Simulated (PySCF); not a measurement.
Radial density of As+ (arsenic, charge +1)

wB97X, [Ar] 3d10 4s2 4p2, high-spin 3P determinant. Calculation: PySCF 2.14, in x2c-TZVPPall with one added diffuse shell each of s, p, d type (7s6p5d1f, 57 functions); the spin-free X2C one-electron Hamiltonian (Gaussian nucleus).

```json
{"r (bohr)": "0.000678", "4πr²ρ (e/bohr)": "0.2389", "4πr²(ρα − ρβ)": "0.0000"}
{"r (bohr)": "0.00114", "4πr²ρ (e/bohr)": "0.5914", "4πr²(ρα − ρβ)": "0.0000"}
{"r (bohr)": "0.00192", "4πr²ρ (e/bohr)": "1.458", "4πr²(ρα − ρβ)": "0.0000"}
{"r (bohr)": "0.00323", "4πr²ρ (e/bohr)": "3.496", "4πr²(ρα − ρβ)": "0.0000"}
{"r (bohr)": "0.00543", "4πr²ρ (e/bohr)": "7.919", "4πr²(ρα − ρβ)": "-0.0001"}
{"r (bohr)": "0.00913", "4πr²ρ (e/bohr)": "16.37", "4πr²(ρα − ρβ)": "0.0000"}
{"r (bohr)": "0.0154", "4πr²ρ (e/bohr)": "29.03", "4πr²(ρα − ρβ)": "0.0007"}
{"r (bohr)": "0.0258", "4πr²ρ (e/bohr)": "39.74", "4πr²(ρα − ρβ)": "0.0045"}
{"r (bohr)": "0.0435", "4πr²ρ (e/bohr)": "37.92", "4πr²(ρα − ρβ)": "0.0201"}
{"r (bohr)": "0.0731", "4πr²ρ (e/bohr)": "33.17", "4πr²(ρα − ρβ)": "0.0559"}
{"r (bohr)": "0.123", "4πr²ρ (e/bohr)": "45.94", "4πr²(ρα − ρβ)": "0.0657"}
{"r (bohr)": "0.207", "4πr²ρ (e/bohr)": "37.08", "4πr²(ρα − ρβ)": "-0.0083"}
{"r (bohr)": "0.348", "4πr²ρ (e/bohr)": "25.25", "4πr²(ρα − ρβ)": "0.1120"}
{"r (bohr)": "0.585", "4πr²ρ (e/bohr)": "28.69", "4πr²(ρα − ρβ)": "0.0851"}
{"r (bohr)": "0.984", "4πr²ρ (e/bohr)": "9.009", "4πr²(ρα − ρβ)": "0.1371"}
{"r (bohr)": "1.66", "4πr²ρ (e/bohr)": "2.922", "4πr²(ρα − ρβ)": "0.9959"}
{"r (bohr)": "2.78", "4πr²ρ (e/bohr)": "1.018", "4πr²(ρα − ρβ)": "0.6189"}
{"r (bohr)": "4.68", "4πr²ρ (e/bohr)": "0.06419", "4πr²(ρα − ρβ)": "0.0531"}
{"r (bohr)": "7.88", "4πr²ρ (e/bohr)": "4.417e-05", "4πr²(ρα − ρβ)": "0.0000"}
```

Densities and radii are taken from the X2C orbitals without a picture-change correction, which distorts them close to the nucleus.

(1) Where is the radial spin density 4πr²(ρα − ρβ) most negative, and why is it negative at all?

## Answers

(1) Around r = 0.207 bohr, down to -0.0083 e/bohr: exchange with the open shell polarises the paired shells in an unrestricted calculation.
